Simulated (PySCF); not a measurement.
Si(Me)2(Et)(OH), SMILES CC[Si](C)(C)O at its GFN2-xTB optimised geometry (Å):

```
18

C     -2.0052    -1.0988     1.6973
C     -0.4862    -1.1765     1.5662
Si     0.1964    -0.3119     0.0000
C      2.0932    -0.3119     0.0000
C     -0.5024    -1.1687    -1.5546
O     -0.1855     1.2821     0.0000
H     -2.3435    -1.6007     2.6025
H     -2.4905    -1.5731     0.8473
H     -2.3353    -0.0627     1.7449
H     -0.1894    -2.2254     1.5746
H     -0.0374    -0.7255     2.4529
H      2.4784     0.1798    -0.8866
H      2.4905    -1.3211     0.0195
H      2.4841     0.2164     0.8630
H     -1.5873    -1.1156    -1.5895
H     -0.1261    -0.6982    -2.4582
H     -0.2277    -2.2175    -1.5944
H     -1.0932     1.5731    -0.0172
```

Method: PBE0/def2-SVP in PySCF 2.14.0. Cells within 0.4 Å of a nucleus heavier than hydrogen are left out (blank, or x).

Map of the deformation density (molecule minus spherical neutral atoms) (e/bohr³) on the plane z = 0.0 Å:

```
|22222222222222222222222222222|
|22222222222222222222222222222|
|22222222222222222222222222222|
|22222222222222222222222222222|
|22222222222222222222222222222|
|22222222211111222222222222222|
|22222222111111222222222222222|
|22222221111111222222222222222|
|22222221100222332222222222222|
|2222221110086xx42111111122222|
|2222221110174xx31111111112222|
|2222222111122xx21111111111222|
|22222221111136631111111111122|
|22222221111112210222122111122|
|22222211111100xx1355xx3111122|
|22222111111001xx1578xx2111122|
|22221111111111xx1355xx5211122|
|22221111111111100223598311122|
|22211111111111100112377211122|
|22211111111111111111221111122|
|22211111111111111111111111222|
|22221111111111111111111111222|
|22222111111111111111111122222|
|22222222222111112222222222222|
|22222222222222222222222222222|
|22222222222222222222222222222|
|22222222222222222222222222222|
|22222222222222222222222222222|
|22222222222222222222222222222|
```
Scale: ten equal steps from -0.022 (start of '0') to 0.085 (end of '9'), in the order '0123456789'; x runs from -4.50 to 4.50, y from -4.50 (bottom) to 4.50 (top).
